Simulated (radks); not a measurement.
Q: Excited configurations of Kr IV: one electron is placed in a higher orbital outside [Ar] 3d10 4s2 4p2. The ground configuration is [Ar] 3d10 4s2 4p3. Method: Dirac Kohn-Sham, PBE, spin-unpolarised, spherical densities, finite nucleus; open shells fill j = l - 1/2 first; Fermi nuclear charge, rms radius 4.1884 fm; computed with a radial shooting solver on a logarithmic mesh with Libxc functionals. Excitation = E - E(ground); binding = E(ion) - E, where the ion is the core of charge +4; n* = 4/sqrt(2 binding) in atomic units, and the quantum defect is n - n*.

| outer orbital | excitation (eV) | binding (eV) | n* | quantum defect | eigenvalue (eV) | <r> (bohr) |
|---|---|---|---|---|---|---|
| 5f5/2 | 39.654 | 9.744 | 4.727 | 0.273 | -8.415 | 6.964 |
| 6s1/2 | 34.982 | 14.416 | 3.886 | 2.114 | -12.852 | 5.811 |
| 6f5/2 | 42.608 | 6.790 | 5.662 | 0.338 | -5.992 | 10.74 |
| 7s1/2 | 40.184 | 9.215 | 4.860 | 2.140 | -8.279 | 9.058 |

Estimate the row for 7d3/2.

A: excitation (eV) 42.781; binding (eV) 6.617; n* 5.736; quantum defect 1.264; eigenvalue (eV) -5.911; <r> (bohr) 11.91. The Delta-SCF ionisation energy is 49.398 eV (NIST Atomic Spectra Database: 50.9 eV, measured). Self-interaction in the functional shifts the binding energies and quantum defects, so they are the method's values and not measured ones. Spin polarisation and multiplet splitting are left out, so open shells lie too high by an amount that depends on their filling.

Beside tabulated values, note that spin-unpolarised runs miss the spin-polarisation part of the exchange energy of open shells.
